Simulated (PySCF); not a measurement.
A geometry optimisation, step by step.

Species: Si(NMe2)Cl3, C2H6Cl3NSi.
Bonds: Si1–N2, Si1–Cl11, Si1–Cl12, Si1–Cl13, N2–C3, N2–C4. Hydrogens: H5, H6, H7 on C3; H8, H9, H10 on C4.

Computed by this run: PySCF 2.14.0, PBE0-D3(BJ)/def2-SVP geometry optimisation, gas phase; density fitting, grid level 1; the optimiser is geomeTRIC in internal coordinates, started from a GFN2-xTB structure with every atom displaced at random (about 0.03 Å). The frame can shift and turn from step to step; on so coarse a grid that alone can change the energy by a few meV, and forces under 0.02 eV/Å are noise.

Step 0: E = -49075.3000 eV, largest atomic force 5.224 eV/Å
```
atom  x, y, z in Å  |  force x, y, z in eV/Å
Si1     0.052   -0.096   -1.603   -3.404   1.613   0.750
N2      0.055    0.115    0.083    1.622  -0.779  -0.782
C3      1.007   -0.555    0.872    2.646   0.002  -0.183
C4     -0.942    0.603    0.881   -5.189  -0.061   0.601
H5      1.403    0.107    1.652   -0.031   0.229   0.257
H6      1.906   -0.824    0.281   -0.227  -0.095   0.089
H7      0.678   -1.449    1.368   -0.691  -0.945   0.405
H8     -1.701    1.162    0.261    0.536  -0.298   0.569
H9     -1.569   -0.226    1.421    0.859   0.859  -0.812
H10    -0.676    1.250    1.705    0.882   0.618   0.319
Cl11    1.852   -0.080   -2.295    2.620  -0.239  -1.094
Cl12   -0.973    1.595   -2.306    0.324  -0.424  -0.012
Cl13   -1.061   -1.653   -2.297    0.054  -0.481  -0.107
```

Step 1: E = -49075.8454 eV, largest atomic force 1.743 eV/Å
```
atom  x, y, z in Å  |  force x, y, z in eV/Å
Si1     0.020   -0.041   -1.592   -1.452   0.784   0.562
N2      0.054    0.124    0.110    0.736  -0.369  -0.526
C3      1.069   -0.578    0.870    0.144  -0.056   0.312
C4     -1.031    0.621    0.890   -0.840   0.061   0.669
H5      1.461    0.058    1.686   -0.135   0.036  -0.040
H6      1.946   -0.854    0.263   -0.229   0.063  -0.116
H7      0.680   -1.505    1.334   -0.026   0.029  -0.007
H8     -1.763    1.195    0.302    0.230  -0.003  -0.162
H9     -1.617   -0.178    1.404    0.235   0.019  -0.178
H10    -0.666    1.286    1.695    0.072   0.057  -0.080
Cl11    1.878   -0.088   -2.314    1.007  -0.069  -0.459
Cl12   -0.996    1.596   -2.374    0.259  -0.333   0.114
Cl13   -1.004   -1.688   -2.251   -0.002  -0.218  -0.088
```

Step 2: E = -49075.9015 eV, largest atomic force 0.384 eV/Å
```
atom  x, y, z in Å  |  force x, y, z in eV/Å
Si1    -0.010   -0.016   -1.595   -0.218   0.017   0.316
N2      0.091    0.092    0.105    0.090  -0.032   0.051
C3      1.076   -0.583    0.929   -0.099  -0.070  -0.199
C4     -1.021    0.603    0.869    0.062   0.308   0.102
H5      1.428    0.091    1.732   -0.036  -0.022  -0.062
H6      1.948   -0.876    0.333    0.066  -0.032  -0.058
H7      0.659   -1.495    1.408    0.057   0.127  -0.059
H8     -1.700    1.174    0.229   -0.102   0.076  -0.034
H9     -1.600   -0.195    1.357   -0.088  -0.181   0.105
H10    -0.650    1.288    1.658   -0.087  -0.071  -0.073
Cl11    1.852   -0.068   -2.408    0.294  -0.024  -0.059
Cl12   -1.026    1.614   -2.330    0.070  -0.062   0.002
Cl13   -1.017   -1.681   -2.264   -0.010  -0.035  -0.033
```

Step 3: E = -49075.9160 eV, largest atomic force 0.299 eV/Å
```
atom  x, y, z in Å  |  force x, y, z in eV/Å
Si1     0.001   -0.016   -1.568   -0.046  -0.086   0.006
N2      0.064    0.122    0.125   -0.093   0.067  -0.044
C3      1.071   -0.582    0.887   -0.143   0.016   0.062
C4     -1.054    0.624    0.901    0.280   0.021  -0.103
H5      1.454    0.071    1.691    0.064  -0.032   0.017
H6      1.909   -0.858    0.236    0.071  -0.025   0.072
H7      0.669   -1.503    1.353    0.035   0.028   0.004
H8     -1.737    1.193    0.259   -0.072   0.012  -0.007
H9     -1.616   -0.195    1.382   -0.080  -0.034   0.059
H10    -0.690    1.308    1.690   -0.035  -0.052  -0.018
Cl11    1.905   -0.101   -2.317    0.032   0.029  -0.040
Cl12   -0.971    1.591   -2.380   -0.018   0.030   0.000
Cl13   -0.974   -1.706   -2.237    0.006   0.026  -0.008
```

Step 4: E = -49075.9211 eV, largest atomic force 0.070 eV/Å
```
atom  x, y, z in Å  |  force x, y, z in eV/Å
Si1     0.004   -0.021   -1.576   -0.064  -0.016   0.023
N2      0.071    0.116    0.118   -0.008   0.014   0.006
C3      1.068   -0.581    0.902   -0.040   0.007  -0.002
C4     -1.047    0.621    0.887    0.014  -0.036  -0.007
H5      1.447    0.077    1.703    0.013   0.005   0.003
H6      1.923   -0.872    0.276   -0.003   0.004  -0.001
H7      0.660   -1.493    1.376   -0.002   0.000   0.004
H8     -1.737    1.189    0.248    0.010  -0.019   0.003
H9     -1.616   -0.194    1.375    0.009   0.032  -0.015
H10    -0.687    1.304    1.677   -0.001  -0.002   0.001
Cl11    1.901   -0.087   -2.339    0.054  -0.003  -0.009
Cl12   -0.980    1.592   -2.370    0.001   0.005  -0.004
Cl13   -0.977   -1.702   -2.254    0.016   0.008  -0.004
```

Step 5: E = -49075.9213 eV, largest atomic force 0.027 eV/Å
```
atom  x, y, z in Å  |  force x, y, z in eV/Å
Si1     0.008   -0.023   -1.577   -0.025  -0.006   0.005
N2      0.069    0.116    0.117   -0.010   0.001   0.017
C3      1.063   -0.580    0.906   -0.003  -0.002  -0.008
C4     -1.050    0.621    0.883    0.008  -0.004  -0.009
H5      1.444    0.080    1.705   -0.001   0.006  -0.001
H6      1.918   -0.875    0.283   -0.003  -0.001   0.001
H7      0.653   -1.490    1.383   -0.005   0.001   0.004
H8     -1.738    1.187    0.241   -0.001  -0.002  -0.003
H9     -1.620   -0.191    1.372   -0.001  -0.001  -0.002
H10    -0.691    1.306    1.672   -0.002   0.005   0.002
Cl11    1.911   -0.086   -2.329    0.026  -0.002  -0.004
Cl12   -0.974    1.589   -2.375    0.003  -0.002   0.001
Cl13   -0.964   -1.706   -2.260    0.013   0.008  -0.002
```

Step 6: E = -49075.9210 eV, largest atomic force 0.079 eV/Å
```
atom  x, y, z in Å  |  force x, y, z in eV/Å
Si1     0.027   -0.030   -1.576    0.072   0.018  -0.029
N2      0.064    0.114    0.118   -0.017  -0.028   0.004
C3      1.047   -0.578    0.921    0.052  -0.008   0.004
C4     -1.061    0.624    0.869   -0.021   0.031   0.001
H5      1.431    0.089    1.714   -0.015   0.000  -0.002
H6      1.905   -0.886    0.308   -0.007  -0.006   0.002
H7      0.628   -1.478    1.407   -0.007   0.002   0.003
H8     -1.744    1.183    0.216   -0.007   0.014  -0.006
H9     -1.635   -0.183    1.358   -0.006  -0.028   0.009
H10    -0.711    1.314    1.656   -0.003   0.010  -0.001
Cl11    1.948   -0.079   -2.297   -0.048  -0.001   0.012
Cl12   -0.952    1.575   -2.391    0.002  -0.006   0.002
Cl13   -0.916   -1.719   -2.280    0.004   0.000   0.002
```

Step 7: E = -49075.9210 eV, largest atomic force 0.094 eV/Å
```
atom  x, y, z in Å  |  force x, y, z in eV/Å
Si1     0.041   -0.032   -1.576    0.086   0.028  -0.024
N2      0.062    0.113    0.118   -0.014  -0.034  -0.006
C3      1.039   -0.577    0.931    0.046  -0.005   0.007
C4     -1.068    0.626    0.859   -0.025   0.032   0.007
H5      1.420    0.093    1.721   -0.014  -0.002  -0.002
H6      1.898   -0.892    0.323   -0.005  -0.006   0.002
H7      0.614   -1.473    1.420   -0.005   0.002   0.002
H8     -1.748    1.182    0.200   -0.006   0.012  -0.006
H9     -1.646   -0.180    1.348   -0.004  -0.023   0.007
H10    -0.724    1.319    1.647   -0.002   0.007  -0.003
Cl11    1.968   -0.075   -2.279   -0.057   0.000   0.015
Cl12   -0.937    1.569   -2.400    0.003  -0.005   0.002
Cl13   -0.888   -1.725   -2.290   -0.002  -0.006   0.002
```

Step 8: E = -49075.9211 eV, largest atomic force 0.056 eV/Å
```
atom  x, y, z in Å  |  force x, y, z in eV/Å
Si1     0.054   -0.033   -1.576    0.049   0.026  -0.003
N2      0.060    0.112    0.119   -0.005  -0.027  -0.012
C3      1.032   -0.577    0.939    0.007   0.004   0.004
C4     -1.076    0.627    0.851   -0.013   0.014   0.008
H5      1.408    0.095    1.730   -0.004  -0.002   0.001
H6      1.894   -0.895    0.337    0.000  -0.003   0.002
H7      0.603   -1.471    1.428   -0.001   0.001   0.000
H8     -1.750    1.182    0.185   -0.001   0.001  -0.003
H9     -1.656   -0.179    1.338    0.000  -0.002  -0.001
H10    -0.737    1.323    1.639   -0.002  -0.001  -0.005
Cl11    1.985   -0.073   -2.267   -0.029   0.002   0.011
Cl12   -0.921    1.566   -2.406    0.003  -0.002  -0.001
Cl13   -0.866   -1.728   -2.296   -0.006  -0.011  -0.002
```

Step 9: E = -49075.9212 eV, largest atomic force 0.022 eV/Å
```
atom  x, y, z in Å  |  force x, y, z in eV/Å
Si1     0.070   -0.034   -1.575    0.011   0.018   0.007
N2      0.058    0.110    0.119   -0.001  -0.020  -0.004
C3      1.024   -0.577    0.949   -0.011   0.008  -0.002
C4     -1.084    0.627    0.840   -0.001   0.004   0.004
H5      1.393    0.097    1.742    0.001  -0.001   0.002
H6      1.890   -0.898    0.356    0.001  -0.001   0.002
H7      0.589   -1.469    1.438    0.000   0.000   0.000
H8     -1.753    1.181    0.167    0.001  -0.005  -0.002
H9     -1.668   -0.178    1.324    0.001   0.005  -0.003
H10    -0.752    1.326    1.629   -0.001  -0.003  -0.003
Cl11    2.005   -0.071   -2.250    0.001   0.002   0.003
Cl12   -0.901    1.564   -2.414    0.003   0.000  -0.002
Cl13   -0.841   -1.730   -2.304   -0.005  -0.007  -0.003
```

Step 10: E = -49075.9211 eV, largest atomic force under 0.02 eV/Å
```
atom  x, y, z in Å  |  force x, y, z in eV/Å
Si1     0.081   -0.034   -1.575   -0.002   0.009   0.005
N2      0.057    0.109    0.120   -0.002  -0.014   0.002
C3      1.018   -0.577    0.956   -0.009   0.007  -0.003
C4     -1.089    0.627    0.833    0.003   0.001   0.000
H5      1.383    0.099    1.750    0.001  -0.001   0.002
H6      1.888   -0.899    0.368    0.001   0.000   0.002
H7      0.580   -1.468    1.444    0.000  -0.001   0.000
H8     -1.755    1.179    0.155    0.000  -0.004  -0.001
H9     -1.676   -0.178    1.315    0.000   0.004  -0.003
H10    -0.762    1.327    1.622   -0.001  -0.002  -0.002
Cl11    2.019   -0.070   -2.238    0.010   0.001   0.000
Cl12   -0.886    1.564   -2.419    0.003   0.001  -0.001
Cl13   -0.826   -1.730   -2.310   -0.002  -0.001  -0.002
```

**Question.** Summarise the path.

**Answer.** The energy falls by 14.32 kcal/mol from step 0 to step 10; nine tenths of that is first reached at step 2. It rises by more than 0.2 meV at step 6. The largest force goes from 5.224 to under 0.02 eV/Å. Among the bonds Si1–Cl11 changes most, from 1.928 to 2.049 Å; the atoms move by 0.076 Å rms after alignment.

What follows is the cost of the whole optimisation. Hardware: an Arm Neoverse V1 with one thread, shared host with 32 logical CPUs at a one-minute load of 17. Cost: 2.1 min, 0.56 GiB resident at most.
